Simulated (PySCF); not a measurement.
C2H8AlFSi, SMILES [SiH2](F)[Al]([CH3])[CH3]. Atoms are numbered in the order given.

```xyz
13

Si     1.4677     0.5992    -0.1572
F      2.3411    -0.7171     0.3110
Al    -0.9034    -0.0027    -0.0167
C     -2.2561     1.4033    -0.2006
C     -1.3617    -1.8866     0.2473
H      1.9279     0.9647    -1.5358
H      1.8800     1.7368     0.7258
H     -2.0857     2.0154    -1.1039
H     -3.2862     1.0135    -0.2459
H     -2.2052     2.1030     0.6538
H     -2.1972    -2.0207     0.9556
H     -0.5066    -2.4859     0.5994
H     -1.6932    -2.3274    -0.7115
```

Geometry: ωB97X-D3(BJ)/def2-SVP. The structure was generated by enumeration; whether it is a known compound was not checked. The values are those of a single conformer.

Method: HF/pcSseg-1 (PySCF).

GIAO shieldings, no solvent; atoms listed in one row are averaged. δ = σ(ref) − σ: ²⁹Si against TMS (σ = 393.8 ppm); ¹⁹F against CFCl3 (σ = 238.5 ppm); ¹³C against TMS (σ = 192.6 ppm); ¹H against TMS (σ = 31.99 ppm), references at their B3LYP-D3(BJ)/def2-TZVP geometries, non-relativistic.

### Question
Estimate the chemical shifts. (The exact figures need the calculation; the answer reports its results.)

### Answer

```
nucleus          atoms  count  δ (ppm)
-------  -------------  -----  -------
²⁹Si               Si1      1     -6.9
¹⁹F                 F2      1   -224.3
¹³C             C4, C5      2     -3.4
¹H              H6, H7      2     5.15
¹H       H11, H12, H13      3     0.33
¹H         H8, H9, H10      3     0.10
```
